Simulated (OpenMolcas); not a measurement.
An OpenMolcas run meant for Tc²⁺ (ANO-R3, X2C; inactive shells 1s 2s 2p 3s 3p 3d 4s 4p; intended active space 5 electrons in 5 orbitals (4d)). One step of its input:

```
&CASPT2
Multistate=1 1
Frozen=8 6
IPEA=0.25
Imaginary=0.1
MaxIter=60
WThr=0.0 0.3 0.05
PrWF=0.5
NoMix
Deleted=22 22
```

The run finished. Its levels beside those of a sound run (SS-CASPT2, IPEA 0.25 Eh, imaginary shift 0.1 Eh (closed shells correlated: 4s 4p)), in cm-1 above each run's lowest level:

```
      Level  This run  Usual run
 4d5 6S 5/2       0.0        0.0
 4d5 4G 7/2     22253      20368
 4d5 4G 5/2     22253      20368
 4d5 4G 9/2     22253      20368
4d5 4G 11/2     22253      20368
 4d5 4P 1/2     23697      23446
 4d5 4P 3/2     23697      23446
 4d5 4P 5/2     23857      23608
```

Q: Which setting is unsound, and how much does it matter here?

A: Nearly half of the orbitals are deleted from the virtual space, which removes much of the correlation energy. Against the sound run the excited levels shown move by 1200 cm-1 on average and by 1900 cm-1 at most.

CASPT2 breaks the degeneracy within a term, and the mean is taken; among the terms shown or strongly mixed into the levels shown the widest spread is 490 cm-1 (4d5 4G, this run). Some high roots are left out of the spin-orbit mixing, which shifts the levels that they would mix with. Levels of configurations with an s electron are missing; early in the row they begin among the upper levels of the d shell and mix with terms of their name. Only configurations of the active space appear.
